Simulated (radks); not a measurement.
The numbers below are computed, except where a source is named.
Valence configurations of Re II (all share [Xe]). Level of theory: Dirac Kohn-Sham, PBE, spin-unpolarised, spherical densities, point nucleus; open shells fill j = l - 1/2 first (a radial shooting solver on a logarithmic mesh with Libxc functionals). Energies are relative to 4f14 5d5 6s1; eigenvalues in eV.

valence           E (eV)  e(4f5/2)  e(4f7/2)  e(5d3/2)  e(5d5/2)  e(6p1/2)
4f14 5d4.5 6s1.5  -0.018   -52.246   -49.734   -14.185   -13.235         -
4f14 5d5 6s1       0.000   -50.855   -48.344   -13.257   -12.341         -
4f14 5d4 6s2       0.176   -53.705   -51.193   -15.152         -         -
4f14 5d6           0.620   -48.299   -45.789   -11.538   -10.686         -
4f14 5d5 6p1       5.102   -52.080   -49.569   -14.324   -13.388    -8.161
4f14 5d4 6s1 6p1   5.589   -54.938   -52.426   -16.209         -    -8.806
4f13 5d6 6s1      40.188   -60.664   -58.056   -14.647   -13.604         -
4f13 5d5 6s2      41.404   -63.717   -61.108   -16.715   -15.602         -
4f13 5d5 6s1 6p1  46.999   -64.953   -62.343   -17.798   -16.667    -8.969
4f12 5d5 6s1 6p2  107.08   -80.013   -77.303   -22.699   -21.349   -10.368

NIST lists [Xe] 4f14 5d5 6s1 as the ground configuration; this level of theory puts 4f14 5d4.5 6s1.5 lower, by 0.018 eV. The energies are those of spherical spin-averaged densities, not of single terms.
